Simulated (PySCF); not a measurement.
H₄N₂Te, SMILES [Te](N)N.

The structure is a stationary point at PBE-D3(BJ)/def2-SVP. The def2 effective core potentials stand for the cores of Te; spin–orbit coupling is left out. Other conformers were not sampled.

Computed with PBE-D3(BJ)/def2-SVP (PySCF).

Frequencies are harmonic and unscaled.

Estimate the vibrational spectrum. (The exact figures need the calculation; the answer reports its results.)


```tsv
mode	ν (cm⁻¹)	IR (km/mol)	Raman (Å⁴/amu)	depolarisation	moving atoms (share of kinetic energy)
1	180	3.0	10.6	0.62	N 66 %, H 23 %, Te 11 %
2	364	0.0	3.2	0.75	H 99 %
3	399	81.3	1.9	0.75	H 87 %, N 12 %
4	447	278.9	5.6	0.75	N 67 %, H 25 %, Te 9 %
5	493	1.6	27.6	0.10	N 77 %, H 19 %
6	659	38.5	6.9	0.75	H 69 %, N 25 %
7	688	52.0	8.7	0.32	H 67 %, N 27 %
8	865	5.3	0.2	0.75	H 92 %
9	884	0.0	5.5	0.75	H 94 %
10	1479	19.3	5.2	0.75	H 91 %, N 9 %
11	1489	9.9	10.1	0.60	H 92 %
12	3412	5.1	74.7	0.75	H 96 %
13	3412	5.5	235.7	0.01	H 96 %
14	3523	27.5	98.9	0.75	H 91 %, N 9 %
15	3526	0.0	49.9	0.75	H 91 %, N 9 %
```
